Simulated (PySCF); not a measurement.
chloro(disilanyl)silane (ClH7Si3), SMILES [SiH2]([SiH2]Cl)[SiH3].

Geometry: B3LYP-D3(BJ)/def2-SVP. Other conformers were not sampled.

Level of theory: TDDFT-CAM-B3LYP/def2-SVPD in PySCF.

Vertical excitations. The molecule is in vacuum.

| state | energy (eV) | λ (nm) | f | main pairs |
|---|---|---|---|---|
| S1 | 6.19 | 200 | 0.023 | HOMO→LUMO 86 % |
| S2 | 6.84 | 181 | 0.030 | HOMO→LUMO+2 59 %, HOMO→LUMO+1 20 % |
| S3 | 7.05 | 176 | 0.012 | HOMO−2→LUMO 57 %, HOMO−1→LUMO 32 % |
| S4 | 7.17 | 173 | 0.119 | HOMO→LUMO+1 67 %, HOMO→LUMO+2 18 % |
| S5 | 7.27 | 171 | 0.135 | HOMO−1→LUMO 48 %, HOMO−2→LUMO 30 % |
| S6 | 7.43 | 167 | 0.067 | HOMO→LUMO+3 70 % |
| S7 | 7.60 | 163 | 0.030 | HOMO→LUMO+5 58 %, HOMO−1→LUMO+2 12 % |
| S8 | 7.65 | 162 | 0.245 | HOMO−1→LUMO+1 51 %, HOMO→LUMO+3 15 %, HOMO→LUMO+4 10 % |
| S9 | 7.68 | 161 | 0.089 | HOMO→LUMO+4 41 %, HOMO−1→LUMO+2 34 % |
| S10 | 7.83 | 158 | 0.045 | HOMO−1→LUMO+2 27 %, HOMO→LUMO+4 16 %, HOMO→LUMO+6 13 %, HOMO→LUMO+5 12 % |
| T1 | 5.57 | 223 | 0 | HOMO→LUMO 86 % |
| T2 | 6.09 | 204 | 0 | HOMO→LUMO+1 44 %, HOMO→LUMO+2 28 %, HOMO→LUMO+3 9 % |
| T3 | 6.35 | 195 | 0 | HOMO→LUMO+2 47 %, HOMO→LUMO+1 27 % |
| T4 | 6.57 | 189 | 0 | HOMO−1→LUMO 27 %, HOMO−1→LUMO+2 15 %, HOMO→LUMO+5 12 %, HOMO−1→LUMO+4 8 % |
Triplets are in the Tamm–Dancoff approximation, which puts them higher than full response would, so one can lie above its singlet here.
